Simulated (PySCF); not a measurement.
C2H3O (SMILES C[C-]=O), charge -1, singlet, geometry from GFN2-xTB (in this run its highest filled SCF level lies above zero, so its values depend strongly on the basis, on diffuse functions most of all). Base run: PySCF with R2SCAN/pcseg-1.

PySCF was given this input:
```python
from pyscf import gto, scf, dft

mol = gto.Mole()
mol.atom = '''
    O     1.202222    0.357989    0.020415
    C    -0.023925    0.670557   -0.012722
    C    -0.969557   -0.665232   -0.009621
    H    -0.422319   -1.620473    0.019993
    H    -1.637080   -0.621627    0.859365
    H    -1.597490   -0.653758   -0.908618
'''
mol.basis = 'pcseg-1'
mol.charge = -1
mol.spin = 0
mol.verbose = 4
mol.build()

mf = dft.RKS(mol)
mf.xc = 'r2scan'
mf.kernel()
```

The base run was repeated with changes; each row names its change, and settings that it needs were set with it.

| change | E (Eh) | HOMO (eV) | HOMO-LUMO gap (eV) |
|---|---|---|---|
| base | -153.05201 | 3.07 | 2.60 |
| functional = bhandhlyp | -153.04730 | 0.83 | 6.74 |
| functional = b3lyp5 | -153.06275 | 2.33 | 4.19 |
| functional = wb97x | -153.09960 | -0.24 | 9.10 |
| functional = camb3lyp | -153.07452 | 0.75 | 7.02 |
| functional = m062x | -153.07575 | 0.81 | 6.86 |
| functional = b3lyp; dispersion = d3zero | -153.15235 | 2.24 | 4.19 |
| functional = m06 | -153.04908 | 2.03 | 4.72 |
| functional = x3lyp | -153.08203 | 2.20 | 4.37 |
| functional = pbe0; dispersion = d3bj | -152.96485 | 2.04 | 4.64 |
| functional = tpss | -153.16943 | 3.20 | 2.41 |
| functional = lda,vwn | -151.87461 | 3.14 | 2.02 |
| functional = tpssh | -153.14881 | 2.71 | 3.39 |

Total energies compare only within one method and basis.
